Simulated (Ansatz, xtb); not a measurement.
The molecule ZrAs, multiplicity 2 (lowest of 2S+1 = 2, 4, 6, 8 at PBE0/def2-TZVPP; our sources give no spin for the ground state, which may be another). No spin–orbit coupling. As is treated without relativity.

The constants come from a fifth-degree fit in 1/R (seven points, main isotopes). In def2 and cc sets the state is the lowest found near the PBE0 minimum, followed along R.

Programs: Ansatz (a program for electronic structure) with Gaussian orbitals; xtb for the GFN methods. Each number belongs to the level named beside it. In def2 rows elements past Kr take small-core potentials, without spin–orbit coupling. The GFN methods have no spin term and hold the electronic entropy of 300 K.

| level | r_e (Å) | ω_e (cm⁻¹) | α_e (cm⁻¹) | B_e (cm⁻¹) | dipole (D) |
|---|---|---|---|---|---|
| GFN1-xTB | 2.356 | 497 | 0.00025 | 0.0743 | - |
| GFN2-xTB | 2.410 | 425 | 0.00025 | 0.0710 | - |
| SVWN5/def2-TZVPP | 2.286 | 386 | 0.00020 | 0.0789 | 4.52 |
| PBE/def2-TZVPP | 2.311 | 373 | 0.00020 | 0.0773 | 4.55 |
